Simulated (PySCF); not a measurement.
A structure optimised at PBE0-D3(BJ)/def2-TZVP, used in a PySCF frequency run:

```xyz
6

Mg     0.0000     0.0000     1.1124
Br     0.0000     0.0000    -1.2332
C      0.0000     0.0000     3.1799
H     -0.8821    -0.5093     3.5783
H      0.0000     1.0186     3.5783
H      0.8821    -0.5093     3.5783
```
Charge 0, spin multiplicity 1.

Task: Write its SMILES, formula and point group.

Result: [CH3][Mg][Br], CH3BrMg, C3v

Task: What are its rotational constants (standard atomic weights)?

Result: 161.08, 1.6350, 1.6350 GHz
